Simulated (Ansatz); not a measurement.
Input file for Ansatz (a quantum-chemistry and plane-wave program): R-B3LYP/def2-TZVPPD on H2O (SMILES O). The basis file is the Basis Set Exchange's JSON of that set.

Ansatz 0.2 input:
```yaml
crystal:
  periodic: [false, false, false]
  atoms:
    - {symbol: O, position_ang: [-0.00000000, -0.00000000, 0.38961139]}
    - {symbol: H, position_ang: [-0.00000000, 0.76498632, -0.19485569]}
    - {symbol: H, position_ang: [0.00000000, -0.76498632, -0.19485569]}
basis:
  gaussian:
    orbitals: def2-TZVPPD.json
hamiltonian:
  xc: {name: B3LYP}
scf: {lower_state_search: off}
```

Program output:

```
WARN ansatz: RAYON_NUM_THREADS=1 ignored (pool sized by the plan → 1); use --threads N
Functional definition: B3LYP
these checks for a lower state are left out or cut short: stability, starts, cluster_reference, orbital_swaps, neighbouring_geometries, increment
integrals: 0.01 GiB planned
302 factors; their error is unknown
mean field: 0.12 GiB planned
mean field evaluation 1: about -2076.1352 eV, gradient 5.5e1 eV
mean field evaluation 2: about -2064.0175 eV, gradient 9.7e1 eV
mean field evaluation 4: about -2080.8344 eV, gradient 4.1e-1 eV
mean field evaluation 8: about -2080.8395 eV, gradient 1.5e-3 eV
mean field -2080.83949170 eV, -76.4694408764 hartree, gradient 1.5e-6 eV, S^2 0.000000; 0 other end points of the search recorded, 0 dependent functions left out
reference -2080.83968011 eV, -76.4694478002 hartree; 5, 5 occupied and 69, 69 virtual orbitals, 302 factors
Total energy: -2080.83968011 eV, -76.4694478002 hartree
Checks for a lower state left out: stability, starts, cluster_reference, orbital_swaps, neighbouring_geometries, increment
```

Self-consistency was reached.

Cost: about 0.5 core-seconds (a rough figure).
